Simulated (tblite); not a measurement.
Compound: C6H9FO2.
Geometry (GFN2-xTB, Å), atoms numbered from 1 in this order:
```
atom  x, y, z in Å
C1     2.0974   -1.1858    0.3267
O2     1.3646   -0.0293    0.6640
C3     0.5121    0.4245   -0.3328
C4    -0.2233    1.7230    0.0166
C5    -1.5350    1.1053   -0.4872
C6    -0.8814   -0.2913   -0.5202
C7    -1.2240   -1.1844    0.6159
O8    -1.2583   -2.3667    0.6428
F9    -1.5145   -0.4926    1.7496
H10    2.7610   -1.3799    1.1661
H11    2.6910   -1.0212   -0.5805
H12    1.4418   -2.0491    0.1743
H13    1.0318    0.4690   -1.3009
H14   -0.2174    1.8819    1.0916
H15    0.1264    2.6193   -0.4882
H16   -2.3895    1.2031    0.1774
H17   -1.8119    1.4429   -1.4829
H18   -0.9795   -0.8627   -1.4440
```

Computed values, GFN2-xTB/tblite, gas phase, harmonic and unscaled. The method is semi-empirical: single wavenumbers can be off by several per cent or more. One conformer, not necessarily the lowest.

Harmonic wavenumbers (cm⁻¹): 38.4, 79.9, 109.6, 129.9, 185.5, 240.5, 268.1, 395.9, 424.6, 482.9, 580.3, 675.7, 725.7, 797.0, 819.4, 906.2, 965.8, 974.0, 1034.5, 1046.3, 1062.4, 1087.8, 1118.0, 1134.4, 1144.1, 1169.7, 1179.1, 1206.5, 1227.2, 1251.2, 1257.8, 1287.0, 1329.2, 1406.5, 1457.4, 1467.7, 1474.9, 1483.5, 1844.0, 2856.3, 2914.1, 2946.6, 2986.4, 3021.4, 3031.7, 3032.8, 3038.0, 3046.5.

A = 1916, B = 1732, C = 1150 MHz; mass 132.059 u (most abundant isotopes); point group C1, symmetry number 1.

**Question.** Zero-point energy?

**Answer.** Half the sum of the wavenumbers: 31171 cm⁻¹ = 372.89 kJ/mol.

**Question.** What is S at 400 K and 1 bar for an ideal gas of classical rigid rotors and harmonic oscillators?

**Answer.** Translation 175.87, rotation 124.26, vibration 148.88: S = 449.0 J/(mol K).

**Question.** And Cp and H(400 K) − H(0)?

**Answer.** Cp = 185.94 J/(mol K), of which vibrations give 152.68 (their classical limit is 48 R = 399.1); H(400 K) − H(0) = 43.65 kJ/mol without the zero-point energy, 30.35 from vibrations.

**Question.** Blend soft modes into free rotors: weight 1/[1 + (100 cm⁻¹/ν̃)⁴] for the oscillator and the rest for a rotor with moment μB/(μ + B), μ = h/(8π²ν), B = 10⁻⁴⁴ kg m². What vibrational entropy results?

**Answer.** 136.00 J/(mol K) in place of 148.88, which changes −T·S at 400 K by +5.15 kJ/mol.

**Question.** What must be added to the electronic energy to get the Gibbs energy at 400 K and 1 bar?

**Answer.** ZPE + [H(400 K) − H(0)] − T·S = 372.89 + 43.65 − 179.60 = 236.94 kJ/mol.

**Question.** How do the functions run with temperature in this model?

**Answer.** 
```tsv
T (K)	S (J/(mol K))	Cp (J/(mol K))	H − H(0) (kJ/mol)	G − H(0) (kJ/mol)	ln q(vib)
50	244.7	54.8	2.11	-10.13	0.58
100	289.3	74.9	5.38	-23.55	1.77
298.15	400.7	144.7	26.79	-92.67	6.46
373.15	436.5	175.4	38.80	-124.07	8.17
500	494.5	221.7	64.08	-183.14	11.06
750	597.6	286.2	128.22	-319.97	16.70
1000	685.9	327.0	205.23	-480.70	22.05
```

q(vib) and H(0) count from the zero-point level.

**Question.** Which modes carry the vibrational entropy at 400 K?

**Answer.** 38.4 cm⁻¹: 24.78; 79.9 cm⁻¹: 18.71; 109.6 cm⁻¹: 16.11; 129.9 cm⁻¹: 14.72; 185.5 cm⁻¹: 11.83; 240.5 cm⁻¹: 9.77 J/(mol K); the other 42 give 52.96 together.

Hindered rotation and anharmonicity are outside this model. Other conformers, if any are populated, would add a mixing term that is left out. The structure is chiral; the term R ln 2 for an equal mix with its mirror image is left out.
